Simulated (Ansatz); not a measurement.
Cost and result for the atomization energy of CH$_{3}$BrOSSi (`S[Si@@H]1O[C@H]1Br`) (8 atoms, 8 bonds).

Total charge 0; spin multiplicity 1. Correlated methods include outer-core shells of Br, which these sets cover unevenly. Scalar relativity is left out up to krypton. The structure was optimised at the PBE0-D4/def2-TZVP level. It is one conformer, not always the lowest. Program: Ansatz. All runs use 4 threads of an Intel Xeon 6975P-C on a shared host. Times are those of one run each, without the atoms' runs, and a repeat can differ threefold. Electronic energies, without spin–orbit coupling; frozen cores. CCSD(T)/CBS adds CCSD(T) − MP2 in def2-TZVPP to the MP2 limit, and its time is that of the two runs behind it. T1 = 0.012. With those shells the extrapolation isn't a true limit. B3LYP takes the VWN-RPA correlation (the form of Gaussian; ORCA's B3LYP/G).

CCSD(T)/CBS is a level of theory with its own doubt, some kJ/mol a heavy atom from the limit and from the frozen cores, so smaller differences don't rank the functionals.

```
                            level  functions  atomization (kJ/mol)  difference from CCSD(T)/CBS  per bond
               ωB97X-V/def2-TZVPP        236                2696.9                          8.6       1.1
                   MP2/def2-QZVPP        433                2733.7                         45.4       5.7
           LDA (SPW92)/def2-TZVPP        236                3168.0                        479.7      60.0
                B2PLYP/def2-TZVPP        236                2631.0                        -57.3      -7.2
               PBE0-D4/def2-TZVPP        236                2688.4                          0.1       0.0
B3LYP-D4/def2-TZVPP (with forces)        236                2656.2                        -32.1      -4.0
                B97M-V/def2-TZVPP        236                2701.3                         13.0       1.6
               CCSD(T)/def2-TZVPP        236                2589.0                        -99.3     -12.4
                 CCSD(T)/def2-SVP        111                2433.1                       -255.2     -31.9
                CCSD(T)/CBS(def2)          –                2688.3                          0.0       0.0
              PBE-QIDH/def2-TZVPP        236                2661.3                        -27.0      -3.4
 ωB97M-V/def2-TZVPP (with forces)        236                2690.8                          2.5       0.3
              BHLYP-D4/def2-TZVPP        236                2544.7                       -143.6     -17.9
```

(1) Order the runs by time, with rough figures. (Estimate.)

## Answers

(1) Ansatz gave: LDA (SPW92)/def2-TZVPP 0.85 s; PBE0-D4/def2-TZVPP 2.1 s; BHLYP-D4/def2-TZVPP 2.1 s; B3LYP-D4/def2-TZVPP (with forces) 3 s; PBE-QIDH/def2-TZVPP 3.2 s; B2PLYP/def2-TZVPP 3.3 s; CCSD(T)/def2-SVP 3.6 s; B97M-V/def2-TZVPP 4.2 s; ωB97X-V/def2-TZVPP 4.3 s; ωB97M-V/def2-TZVPP (with forces) 6.5 s; MP2/def2-QZVPP 14 s; CCSD(T)/def2-TZVPP 45 s; CCSD(T)/CBS(def2) 59 s.

From r2SCAN to r2SCAN0 (25 % exact exchange), in def2-TZVPP and without D4, the atomization energy moves by −73.7 kJ/mol: exact exchange takes away binding that semilocal exchange gives to molecules. In def2-TZVPP, CCSD(T) changes the Hartree–Fock value by +810.6 kJ/mol (the triples alone add +65.7 kJ/mol) and MP2 by +896.4 kJ/mol; breaking electron pairs costs correlation energy, which Hartree–Fock lacks. At CCSD(T), def2-SVP lies −255.1 kJ/mol from the extrapolated value and def2-TZVPP −99.2 kJ/mol: correlation converges slowly with the basis, and small sets miss more of it in the bonded molecule than in its fragments.
